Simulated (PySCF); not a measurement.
MoF5, SMILES [F][Mo]([F])([F])([F])[F] (connectivity only; charge and spin as stated), neutral, multiplicity 2.

Geometry optimised at B3LYP-D3(BJ)/def2-SVP. The spin state was assumed, not searched. The isomer is the one that the SMILES or the coordinates give; other isomers of the formula were not compared. The def2 effective core potentials stand for the cores of Mo; spin–orbit coupling is left out.

Computed with PySCF 2.14.0 with B3LYP-D3(BJ)/def2-SVP.

Frequencies are harmonic and unscaled.

```csv
mode,ν (cm⁻¹),IR (km/mol),moving atoms (share of kinetic energy)
1,74,24.5,"F 87 %, Mo 13 %"
2,101,6.6,F 98 %
3,208,32.7,"F 80 %, Mo 20 %"
4,215,0.0,F 100 %
5,215,19.6,"F 79 %, Mo 21 %"
6,236,10.1,"F 89 %, Mo 11 %"
7,290,7.6,"F 91 %, Mo 9 %"
8,648,0.1,F 100 %
9,675,193.9,"F 83 %, Mo 17 %"
10,719,285.5,"F 70 %, Mo 30 %"
11,733,0.0,F 100 %
12,780,198.7,"F 74 %, Mo 26 %"
```
